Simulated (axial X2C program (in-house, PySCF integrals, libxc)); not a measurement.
**Levels of AlHf by electron attachment to AlHf⁺ (EOM-EA-CCSD)**

Computed with an axial X2C code built on PySCF integrals: two-component X2C with atomic mean-field Coulomb and Gaunt terms, Gaussian nuclei, basis Hf dyall-acv3z, Al dyall-av3z with contracted cores.

R = 2.648 Å (near the PBE0 minimum at charge 0 of the determinant lowest at the starting distance; the state shown can have its own minimum elsewhere).

Hartree–Fock spinors of AlHf⁺ (one of each Kramers pair; a window near the gap, which can cut inner shells):

```csv
ω,occupied,ε (eV),character
1/2,yes,-17.13,"52% Al s, 16% Hf s, 14% Hf d"
1/2,yes,-12.68,"68% Hf d, 12% Hf s, 9% Al p"
1/2,yes,-11.44,"36% Al p, 31% Hf s, 11% Al s"
3/2,no,-4.69,"45% Al p, 31% Hf d, 17% Hf p"
1/2,no,-4.49,"41% Al p, 26% Hf p, 22% Hf d"
1/2,no,-4.25,"38% Hf p, 23% Al p, 19% Hf d"
3/2,no,-3.51,"83% Hf d, 7% Hf p, 4% Al d"
3/2,no,-3.13,"49% Hf d, 40% Hf p, 6% Al d"
5/2,no,-3.10,"92% Hf d, 5% Al d, 3% Al f"
```

Levels of AlHf obtained by attaching an electron to AlHf⁺:

```json
{"Ω": "3/2", "binding energy (eV)": "6.006", "above lowest (cm⁻¹)": "0", "attached spinor": "48% Hf dπ, 32% Al pπ, 6% Hf pπ", "one-particle weight": "0.90"}
{"Ω": "1/2", "binding energy (eV)": "5.708", "above lowest (cm⁻¹)": "2406", "attached spinor": "33% Hf dσ, 19% Al pπ, 14% Al pσ", "one-particle weight": "0.89"}
{"Ω": "3/2", "binding energy (eV)": "5.338", "above lowest (cm⁻¹)": "5387", "attached spinor": "87% Hf dδ", "one-particle weight": "0.86"}
{"Ω": "1/2", "binding energy (eV)": "5.053", "above lowest (cm⁻¹)": "7686", "attached spinor": "34% Hf pπ, 19% Hf dπ, 14% Hf pσ", "one-particle weight": "0.90"}
{"Ω": "5/2", "binding energy (eV)": "4.961", "above lowest (cm⁻¹)": "8432", "attached spinor": "95% Hf dδ", "one-particle weight": "0.86"}
{"Ω": "3/2", "binding energy (eV)": "4.448", "above lowest (cm⁻¹)": "12567", "attached spinor": "46% Hf pπ, 32% Hf dπ, 15% Al pπ", "one-particle weight": "0.87"}
{"Ω": "1/2", "binding energy (eV)": "4.290", "above lowest (cm⁻¹)": "13842", "attached spinor": "33% Hf pσ, 22% Hf dσ, 13% Hf pπ", "one-particle weight": "0.88"}
```

This point took 25 s on 1 thread of Arm Neoverse V2, with other jobs on the host.

Reference electrons by ω block (each with its −ω partner): 1/2: 26, 3/2: 11, 5/2: 4, 7/2: 1. 14 electrons of AlHf⁺ correlated (inner shells frozen), 92 natural virtual spinors (a truncated set); levels can be off by some tenths of an eV. Roots sought by Ω: (1/2: 5, 3/2: 4, 5/2: 2, 7/2: 1); rows need 60 % one-particle weight and stop where some Ω has no more roots. Missing are any skipped roots, higher Ω and states of a further excitation; these come out far too high here and may in truth be low or lowest. T1 of the reference 0.037 (Lee–Taylor). The reference was not checked to be the lowest state of its species. Number of frozen shells: Hf 4 s, 3 p, 2 d, 1 f; Al 2 s, 1 p. Large amplitudes in the reference (orbital relaxation or multireference character) lower the reliability.
